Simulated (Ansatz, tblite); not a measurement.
Spin states of Si21H30, each relaxed with r2SCAN-D4/def2-SVP in Ansatz. Electronic energies in the gas phase.

The xTB rows come from tblite. B3LYP takes the VWN-RPA correlation. Single mean-field runs in def2-SVP are fitted with def2-universal-jkfit.

Singlet geometry:

```xyz
51

Si    4.276    1.420    0.734
Si   -1.647    0.564    3.838
Si    1.943   -0.196    3.332
Si    0.560    1.856    0.583
Si   -2.502   -0.381   -0.384
Si    1.221    0.470   -1.273
Si   -1.086   -1.727    1.015
Si   -1.189    1.825   -3.654
Si   -1.408   -1.890   -3.521
Si    3.066   -2.181    0.473
Si   -1.280    2.083    2.074
Si   -2.415    1.632   -1.651
Si    2.384    1.744    2.081
Si    1.101    1.918   -3.118
Si    3.429   -0.194   -0.743
Si    0.372    0.301    5.001
Si   -2.269   -1.559    3.043
Si    1.157   -1.835    1.822
Si   -3.214   -1.915   -2.020
Si    0.562   -1.585   -2.267
Si   -1.607   -0.064   -4.982
H     5.470    0.943    1.500
H     4.630    2.678    0.002
H    -2.708    1.181    4.702
H     3.209   -0.755    3.916
H     0.605    3.221   -0.051
H    -3.661   -0.097    0.534
H    -1.278   -3.108    0.456
H    -1.675    3.078   -4.323
H    -1.252   -3.184   -4.266
H     4.182   -2.416    1.448
H     2.967   -3.382   -0.412
H    -0.850    3.366    2.729
H    -2.587    2.358    1.405
H    -2.111    2.841   -0.828
H    -3.869    1.715   -2.025
H     2.438    2.961    2.955
H     1.534    3.310   -2.781
H     1.932    1.407   -4.255
H     4.252   -0.419   -1.975
H     0.759    1.556    5.721
H     0.272   -0.816    5.993
H    -1.843   -2.611    4.021
H    -3.748   -1.660    2.836
H     0.985   -3.086    2.643
H    -3.426   -3.283   -1.454
H    -4.475   -1.460   -2.689
H     0.676   -2.712   -1.291
H     1.710   -1.740   -3.227
H    -2.982   -0.005   -5.574
H    -0.608   -0.164   -6.093
```

Triplet geometry:

```xyz
51

Si   -0.3210    2.6509   -3.7107
Si    3.1605   -2.5528   -1.3225
Si    0.7630   -0.9968   -3.7101
Si    1.9506    1.3616   -1.0674
Si    0.3990   -1.2174    2.1250
Si   -0.2339    1.6444   -0.2101
Si   -0.3134   -2.1953    0.0652
Si   -0.0528    2.5585    3.4510
Si   -2.9674    0.0682    3.5471
Si   -2.6681   -0.1215   -2.5823
Si    3.4343   -0.3820   -0.4459
Si    1.3862    0.7754    2.9404
Si    1.5051    1.2086   -3.3760
Si   -0.4657    3.4193    1.3055
Si   -1.7558    1.9546   -1.9715
Si    2.6328   -2.4133   -3.6031
Si    1.4056   -3.7580   -0.3232
Si   -0.9068   -1.6152   -2.1547
Si   -1.3596   -1.6453    3.6414
Si   -3.4755    0.4930    1.3067
Si   -2.0168    1.9495    4.5778
H    -0.9337    2.5037   -5.0696
H     0.0755    4.0810   -3.5050
H     4.4728   -3.2518   -1.1151
H     0.0875   -1.0981   -5.0482
H     2.7195    2.6193   -0.7704
H     1.4477   -2.2220    2.5301
H    -1.5360   -2.9554    0.5015
H     0.7126    3.5504    4.2783
H    -4.2247   -0.3103    4.2760
H    -2.9304   -0.1619   -4.0583
H    -3.9409   -0.4517   -1.8705
H     4.7323    0.1147   -1.0163
H     3.6230   -0.4773    1.0361
H     2.4318    1.3520    2.0379
H     2.0772    0.2686    4.1721
H     2.6955    1.4883   -4.2437
H     0.5611    4.4715    1.0043
H    -1.8274    4.0254    1.1652
H    -2.7854    2.9801   -1.6065
H     3.7566   -1.8273   -4.4022
H     2.3128   -3.7724   -4.1450
H     0.9511   -4.8171   -1.2822
H     1.8483   -4.4175    0.9450
H    -1.3296   -2.9893   -2.6038
H    -1.9866   -2.9725    3.3488
H    -0.7907   -1.6810    5.0294
H    -2.7248   -0.4153    0.3813
H    -4.9351    0.4685    0.9705
H    -1.6893    1.6064    5.9996
H    -2.9709    3.1045    4.5778
```

⟨S²⟩: triplet 2.01 at PBE0-D4/def2-SVP (pure 2.00).

Only these spin states were relaxed. The triplet has other bonds than the singlet, so the gap mixes isomer and spin.

(1) Estimate which spin state lies lowest at each of these levels, and by how much: GFN1-xTB; GFN2-xTB; HF/6-31G; PBE-D4/def2-SVP; B3LYP-D4/6-31G; PBE0-D4/def2-SVP; r2SCAN0-D4/def2-SVP; ωB97X-V/def2-SVP.

## Answers

(1) 
```
              level  triplet − singlet (kJ/mol)  lowest of these
           GFN1-xTB                       247.4          singlet
           GFN2-xTB                       136.5          singlet
           HF/6-31G                       121.2          singlet
    PBE-D4/def2-SVP                       234.6          singlet
     B3LYP-D4/6-31G                       197.8          singlet
   PBE0-D4/def2-SVP                       239.6          singlet
r2SCAN0-D4/def2-SVP                       227.1          singlet
   ωB97X-V/def2-SVP                       256.1          singlet
```

Change of the triplet − singlet gap on mixing in exact exchange, in kJ/mol: PBE to PBE0 (25 % exact exchange) 5.1. The xTB methods have no spin-polarisation term.
